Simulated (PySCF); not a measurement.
All of these have the formula C4H8SSi2. Theory: TDDFT CAM-B3LYP/def2-SVPD, vertical, gas phase, core orbitals frozen in the response in PySCF 2.14.0, density-fitted response routines. Geometries: GFN2-xTB; one conformer of each isolated species. Triplets are in the Tamm–Dancoff approximation.

A. `[SiH3]C1=C([SiH3])C(=S)C1`
B. `[SiH3]SC1=CC=C[SiH2]1`
C. `C=CS[SiH2]C#C[SiH3]`
D. `[SiH2]1SC[SiH2][C@@H]1C#C`

Lowest singlet levels (six at most, fewer where fewer were computed) with oscillator strengths:

1. 3.80 eV (f 0.156); 5.14 eV (f 0.003); 5.57 eV (f 0.001); 5.62 eV (f 0.005); 5.68 eV (f 0.000); 5.88 eV (f 0.002); T1 2.31 eV
2. 5.30 eV (f 0.001); 5.96 eV (f 0.016); 6.35 eV (f 0.006); 6.35 eV (f 0.002); 6.49 eV (f 0.016); 6.57 eV (f 0.012); T1 4.82 eV
3. 5.09 eV (f 0.012); 5.55 eV (f 0.004); 5.62 eV (f 0.027); 5.79 eV (f 0.042); 5.86 eV (f 0.060); 5.86 eV (f 0.029); T1 3.96 eV
4. 2.34 eV (f 0.000); 4.59 eV (f 0.399); 4.97 eV (f 0.005); 5.27 eV (f 0.000); 5.55 eV (f 0.000); 5.81 eV (f 0.066); T1 1.94 eV

Problem. Match each spectrum to its molecule.

Solution. 1 = B, 2 = D, 3 = C, 4 = A.
- A: S1 at 2.34 eV, HOMO→LUMO (94%); Löwdin shares by element: HOMO sulfur 73%, carbon 24% or more; LUMO carbon 55% or more, sulfur 29% (atoms not listed hold the other 16%); HOMO -7.76 and LUMO -1.61 eV; point group Cs, 3 of its 6 listed states under f = 0.0005.
- B: S1 at 3.80 eV, HOMO→LUMO (97%); Löwdin shares by element: HOMO carbon 49% or more, sulfur 31% (atoms not listed hold the other 20%); LUMO carbon 70% (atoms not listed hold the other 30%); HOMO -7.19 and LUMO -0.49 eV; point group Cs, 1 of its 6 listed states under f = 0.0005.
- C: S1 at 5.09 eV, HOMO→LUMO (88%); Löwdin shares by element: HOMO sulfur 48%, carbon 40% or more, silicon 5% or more; LUMO carbon 44% or more, silicon 19% or more, sulfur 13% (atoms not listed hold the other 24%); HOMO -7.83 and LUMO 0.12 eV.
- D: S1 at 5.30 eV, HOMO→LUMO (78%), HOMO→LUMO+2 (9%); Löwdin shares by element: HOMO sulfur 68%, carbon 11% or more, silicon 9% or more; LUMO sulfur 31%, silicon 28%, carbon 10% or more (atoms not listed hold the other 31%); HOMO -8.16 and LUMO 0.63 eV.
